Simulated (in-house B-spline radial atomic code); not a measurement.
# Response and correlation of Lu⁶⁷⁺

Closed shell [He] 2s2. Computed with an all-electron radial atomic-structure program (B-spline basis): Dirac-Hartree-Fock, relativistic RPA (time-dependent Dirac-Hartree-Fock) for the response and second-order many-body perturbation theory for correlation, no-pair Dirac-Coulomb Hamiltonian, finite nucleus.

Command:
```bash
python run_mb.py task.json out
```
Settings (nuclear radius in fm, box in bohr, cutoff in hartree):
```
basis_form          2
Z                   71
core_configuration  [He] 2s2
rms_radius          5.37
mass_number         175
speed_of_light      137.036
box_radius          1.539
lmax                7
intervals           54
virtual_cutoff      126025.0
```

Time taken, with all properties: 0.3 s on 1 thread of Intel(R) Xeon(R) 6975P-C (shared host).

```
multipole (bohr³, bohr⁵, bohr⁷)   uncoupled  coupled RPA
                         dipole    0.000189   0.00028151
                     quadrupole  1.7105e-07   1.7381e-07
                       octupole  1.6128e-09            ?
```

Question: What is the coupled octupole polarisability?

Answer: 1.6307e-09 atomic units, +1 % against the uncoupled value.

Question: Which subshells carry the dipole polarisability?

Answer: 2s1/2 100.0 %, 1s1/2 0.0 %.

Question: What does the dipole shielding factor come to?

Answer: The dipole shielding factor is 0.056, against the exact N/Z = 4/71 = 0.056 of the non-relativistic theorem.

Dipole polarisability at imaginary frequency:

```tsv
u (Eh)	α(iu) (bohr³)
0	0.0002815
11.2	0.0001363
28	8.35e-05
56.1	5.017e-05
84.1	3.253e-05
112	2.302e-05
168	1.407e-05
224	1.01e-05
280	7.878e-06
393	5.377e-06
561	3.495e-06
841	2.037e-06
1120	1.354e-06
1680	7.401e-07
2800	3.307e-07
5610	9.948e-08
```

Question: What dispersion coefficients follow for two such ions (the dispersion part alone)?

Answer: C6 = (3/π)∫α(iu)²du = 8.741e-07 hartree·bohr⁶ and C8 = 8.713e-09 hartree·bohr⁸.

Lowest J = 1 odd-parity excitations:

```tsv
energy (eV)	oscillator strength	leading channel	weight
177.72	0.0081	2s1/2 → p1/2	0.998
1479.7	0.251	2s1/2 → p3/2	0.998
10078	0.26	2s1/2 → p1/2	1.0
10449	0.382	2s1/2 → p3/2	1.0
13454	0.0609	2s1/2 → p1/2	1.0
13609	0.105	2s1/2 → p3/2	1.0
14990	0.0246	2s1/2 → p1/2	1.0
15069	0.0447	2s1/2 → p3/2	1.0
```

Second-order correlation energy by the highest angular momentum of the excited pair (hartree): s -0.02215, p -0.2547, d -0.01122, f -0.002904, g -0.001071, h -0.0004792, i -0.0002469, k -0.0001399.

Question: What is the second-order correlation energy at the partial-wave limit?

Answer: The listed waves sum to -0.29288 hartree; extrapolating the increments as (l + 1/2)⁻⁴ gives -0.29317 hartree, -1.99 eV per electron.
